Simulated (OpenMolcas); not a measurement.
Re4+ (d3) among equal point charges was computed by CASSCF with the d shell active (OpenMolcas, ANO-RCC-VDZP on the metal). Its lowest spin-free states, and all those of the highest spin:

| 2S+1 | Degeneracy | E (cm-1) |
| --- | --- | --- |
| 4 | 2 | 0.0 |
| 4 | 1 | 1122 |
| 2 | 2 | 8085 |
| 4 | 2 | 10020 |
| 2 | 2 | 11518 |
| 2 | 2 | 13039 |
| 2 | 2 | 13803 |
| 4 | 2 | 13952 |
| 2 | 2 | 16776 |
| 2 | 2 | 17742 |
| 2 | 1 | 19694 |
| 4 | 2 | 20535 |
| 4 | 1 | 38933 |

Is the site octahedral, tetrahedral or cube-like, axial, or of lower symmetry?

The states with 2S+1 = 4 have orbital degeneracies 2, 1, 2, 2, 2, 1. There are pairs but no triples, so the site is axial: not cubic, but with a proper or improper axis of order three or more. The run had Re4+ among 2 point charges of -2 e arranged as a linear pair (D∞h), 2.03 Å from the ion.

Spin-orbit coupling mixes the spin-free states strongly: the lowest level takes only 49 % from its leading state, 4Π. Without dynamic correlation the repulsion within the d shell is too large (B by tens of per cent), so at a given field states of lower spin stand too high. Point charges carry no covalency, so the field is a model and not that of real ligands. No measured value stands beside these numbers.
